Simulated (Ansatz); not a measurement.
Geometry optimisation, UKS BHLYP/def2-SVP in Ansatz.

input.yaml

```yaml
crystal:
  periodic: [false, false, false]
  atoms:
    - { symbol: Zn, position_ang: [0.0, 0.0, 0.0] }
    - { symbol: Cl, position_ang: [0.0, 0.0, 2.49] }
    - { symbol: O, position_ang: [0.0, 0.0, -1.79] }
    - { symbol: H, position_ang: [0.2547, -0.9174, -2.1271] }
    - { symbol: Si, position_ang: [0.0, 0.0, 4.92] }
    - { symbol: H, position_ang: [-0.7436, -1.1581, 5.4074] }
    - { symbol: H, position_ang: [1.3747, -0.0649, 5.4074] }
    - { symbol: H, position_ang: [-0.6311, 1.223, 5.4074] }
magnetization:
  spin_polarized: true
  initial_magnetization: 1
basis:
  gaussian: { orbitals: def2-SVP }
hamiltonian:
  xc: { name: BHLYP }
relax:
  f_tol: 0.15
  max_steps: 25
  restrain:
    - { distance: [1, 4], at: 2.13, k: 30.0 }
    - { distance: [0, 1], at: 3.44, k: 30.0 }
```

Command:

```bash
$ ansatz run input.yaml --threads 4 --pin off --max-ram 5120MiB --backend cpu --events-out ev --progress --plain --runs-dir out
```

Problem. Where does it end, and by what steps?

Solution. The run converged. The restraints hold the end off the free minimum. After 6 steps the energy has fallen by 0.758 eV (the restraints' own energy left out); Zn1 moved furthest, 0.60 Å. Parted: Zn1–Cl2 (2.49 → 3.44 Å).

| step | energy less start (eV) | largest force component (eV/Å) | accepted |
| --- | --- | --- | --- |
| 0 | 0.0000 | 2.315 | yes |
| 1 | -0.2685 | 3.227 | yes |
| 2 | -0.3086 | 4.704 | yes |
| 3 | -0.5764 | 2.414 | yes |
| 4 | -0.7344 | 0.711 | yes |
| 5 | -0.7515 | 0.702 | yes |
| 6 | -0.7582 | 0.661 | yes |

```xyz
8
Properties=species:S:1:pos:R:3
Zn -0.105 0.377 -0.451
Cl 0.003 -0.009 2.968
O 0.043 -0.154 -2.186
H 0.297 -1.069 -2.306
Si 0.004 -0.016 5.079
H -0.753 -1.194 5.537
H 1.404 -0.081 5.537
H -0.638 1.230 5.538
```

Run time: 37 s on 4 threads of Arm Neoverse N1, on a shared host, peak memory 0.33 GiB.
